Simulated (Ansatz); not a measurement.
A run of Ansatz (development build ahead of 0.2.0) on triplet SF6 at this shape:

```xyz
7

S     0.0065    0.0125    0.0081
F     0.1047    1.5571    0.0204
F    -0.0915   -1.5322   -0.0037
F     1.4120   -0.0717   -0.6347
F    -1.3989    0.0966    0.6514
F    -0.6348    0.0645   -1.3999
F     0.6473   -0.0392    1.4163
```

Its results:

* Converged: yes
* Total energy: -992.97529 hartree
* Spin squared of the determinant: 2.014
* Stability test: minimum

Forces (eV/Å):
```
atom      Fx      Fy       Fz
  S1   9.452  -0.768   20.761
  F2   0.459   5.126    0.336
  F3  -0.191  -5.148    0.255
  F4   4.429  -0.261   -2.600
  F5  -4.863   0.298    1.647
  F6  -9.660   0.783  -21.212
  F7   0.374  -0.031    0.813
```

Which input gives this output? Name the method, the orbitals and the basis set, and write the input.

UHF in def2-SVP.

```yaml
crystal:
  periodic: [false, false, false]
  atoms:
    - { symbol: S, position_ang: [0.00645, 0.01251, 0.00814] }
    - { symbol: F, position_ang: [0.10474, 1.55709, 0.02044] }
    - { symbol: F, position_ang: [-0.09154, -1.53224, -0.00373] }
    - { symbol: F, position_ang: [1.412, -0.07166, -0.63474] }
    - { symbol: F, position_ang: [-1.39892, 0.09656, 0.65139] }
    - { symbol: F, position_ang: [-0.63476, 0.06447, -1.39991] }
    - { symbol: F, position_ang: [0.64727, -0.03918, 1.41629] }
basis:
  gaussian: { orbitals: def2-SVP }
magnetization:
  spin_polarized: true
  initial_magnetization: 2
hamiltonian:
  xc: hf
output:
  forces: true
```

Caution: another spin multiplicity may lie lower; the determinant breaks the point group.
